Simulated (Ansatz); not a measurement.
The cluster B₁₀. The state is a triplet with charge 0. Geometry PBE0-D4/def2-SVP, that of the charge +1 doublet; atoms count from 1.

```
atom   x (Å)   y (Å)   z (Å)
  B1   2.176   0.307   0.108
  B2  -1.150   0.972   0.098
  B3  -2.201   0.053   0.833
  B4  -0.264  -1.235  -0.359
  B5  -0.631  -0.396   1.212
  B6   0.941  -0.410   0.828
  B7   0.211   1.277  -0.763
  B8   0.960  -0.385  -0.983
  B9  -1.772  -1.282   0.172
 B10   1.731   1.099  -1.147
```

At PBE0-D4/def2-TZVP a singlet of charge 0 lies 0.59 eV below the triplet at the same geometry. The structure comes from a short search, and lower isomers may exist.

Q: Estimate the Mulliken populations from the PBE0/def2-TZVP orbitals of Ansatz.

A: 
| atom | charge (e) | spin (α − β) |
| --- | --- | --- |
| B1 | -0.05 | 0.18 |
| B2 | -0.08 | 0.18 |
| B3 | 0.17 | 0.43 |
| B4 | -0.03 | 0.01 |
| B5 | 0.00 | 0.22 |
| B6 | -0.03 | 0.00 |
| B7 | -0.08 | 0.17 |
| B8 | 0.01 | 0.21 |
| B9 | -0.05 | 0.18 |
| B10 | 0.15 | 0.42 |
Mulliken values and Mayer orders depend strongly on the basis.

Q: Where does the spin sit?

A: Summed by element: B 2.00, of 2 unpaired in all. Largest on single atoms: B3 0.43, B10 0.42, B5 0.22.

Q: And the Mayer bond orders between bonded heavy atoms (over 0.3)?

A: B1–B6 1.01 (1.60 Å); B1–B8 0.59 (1.77 Å); B1–B10 1.25 (1.55 Å); B2–B3 1.01 (1.58 Å); B2–B5 0.56 (1.84 Å); B2–B7 1.06 (1.64 Å); B3–B5 0.64 (1.68 Å); B3–B9 1.23 (1.55 Å); B4–B5 0.46 (1.82 Å); B4–B6 0.42 (1.88 Å); B4–B8 0.98 (1.62 Å); B4–B9 1.01 (1.60 Å); B5–B6 0.97 (1.62 Å); B5–B9 0.58 (1.78 Å); B6–B8 0.46 (1.81 Å); B7–B8 0.56 (1.84 Å); B7–B10 1.01 (1.58 Å); B8–B10 0.63 (1.68 Å). Values over 0.3 also appear between atoms too far apart for a bond (B1–B7 0.34 at 2.36 Å; B2–B9 0.35 at 2.34 Å); they arise where an orbital or an unpaired electron spreads over both atoms.
